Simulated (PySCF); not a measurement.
**Gas-phase XPS of `O=C(O)[SiH2]O[SiH3]`, computed**

Compound: CH6O3Si2.
Numbering: `[O:1]=[C:2]([OH:3])[SiH2:4][O:5][SiH3:6]`

The calculation used delta-SCF UKS SCAN, pcX-2 on the ionised atom, pcseg-1 elsewhere, spin-free X2C (PySCF). Binding energies are ΔSCF values: E(core-ionised, relaxed orbitals) − E(ground state) at a fixed geometry, referred to the vacuum level.

Task: List the computed XPS lines with their assignment.

Result: 
```tsv
atom(s)	environment	level	binding energy (eV)	2p1/2 (eV)	above the level's lowest (eV)	count
O1	acid carbonyl oxygen	O 1s	538.01	–	0.00	1
C2	carbonyl carbon	C 1s	294.38	–	0.00	1
O3	acid hydroxyl oxygen	O 1s	540.05	–	+2.04	1
Si4	oxygen-bound silicon	Si 2p3/2	107.68	108.30	+0.16	1
Si4	oxygen-bound silicon	Si 1s	1847.58	–	+0.18	1
O5	siloxane oxygen	O 1s	538.05	–	+0.04	1
Si6	oxygen-bound silicon	Si 2p3/2	107.52	108.15	0.00	1
Si6	oxygen-bound silicon	Si 1s	1847.40	–	0.00	1
```

Lowest listed O 1s: O1, bonded to C (double bond). Highest, 2.04 eV above it: O3, bonded to C and H. Summing the Pauling electronegativity differences to the bonded atoms, each weighted by its formal bond order, gives -1.78 for the lowest site and -2.13 for the highest; the largest sum, -1.78, belongs to O1, 2.04 eV below the top. The smallest sum, -3.08, belongs to O5, 0.04 eV above the lowest. The values 538.01 and 538.05 eV lie too close for their order to be trusted.

The 2 Si 1s values lie within 0.18 eV of each other; Gaussian lines of 0.5 eV full width would blend them into one maximum.

The 2 Si 2p3/2 values lie within 0.16 eV of each other.

Task: Which photon wavelength matches the O 1s of O1 threshold?

Result: λ = hc/E = 12398.42 eV Å / 538.01 eV = 23.045 Å.

The 2p values add to the ΔSCF energy of one spin-free hole a correction within the shell (spin–orbit coupling, ligand field). 2p1/2 minus 2p3/2 (ligand field included): Si 0.63 eV. Isolated species at its GFN2-xTB geometry (one conformer only).

On one thread, Arm Neoverse V1 (aarch64) (shared host), this took 83 s wall and 0.68 GiB of memory at its peak.

Conformer computed: `[O:1]=[C:2]([OH:3])[SiH2:4][O:5][SiH3:6]`: O1–C2–Si4–O5 -1°, C2–Si4–O5–Si6 4°, H–O3–C2–O1 0°.
